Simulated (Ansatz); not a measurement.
The cluster KCl₂⁻, relaxed as a triplet with UKS PBE0-D4/def2-TZVPD in Ansatz, starting from the PBE0-D4/def2-TZVPD geometry of the charge -1 singlet. Force threshold 0.02 eV/Å.

The highest occupied level of the charge -1 triplet lies above zero (up to 0.54 eV). It is a level of α spin, whose loss leaves a doublet; that state wasn't run at this geometry and level. The electron is either unbound and held by the finite basis, or the level is raised by self-interaction error. The relaxation made no stability test and no search for a lower SCF solution. At PBE0-D4/def2-TZVPD a singlet of charge -1 lies 4.41 eV below the triplet, each at its own geometry. The structure comes from a short search, and lower isomers may exist.

Start:

Cartesian coordinates in Å:
```
K -0.0004 0.0010 -0.0017
Cl -2.5955 -1.2247 -0.0539
Cl 2.5960 1.2237 0.0556
```

(1) Estimate the energy that the relaxation releases and the steps that it takes.

(2) Does the start keep its bonding and symmetry?

(3) Predict the relaxed structure.

## Answers

(1) 5.9 kcal/mol, in 12 steps; 41 s on 4 threads of Arm Neoverse V1 on a shared host. The force fell under the threshold at step 3, but the optimiser went on and released 0.181 eV more. No frequencies were taken in this run, so the end may be a saddle point.

(2) By distances, no bond broke or formed. The bond that changes most is K1–Cl2, from 2.87 to 3.14 Å (atoms count from 1). Point group D∞h at the start, C2v at the end, both within 0.05 Å.

(3) 
```xyz
3

K    -0.2730    0.6272   -1.0802
Cl   -2.1159   -1.3759    0.4926
Cl    2.3889    0.7487    0.5876
```
Bond lengths: 2 × Cl–K 3.14 Å.
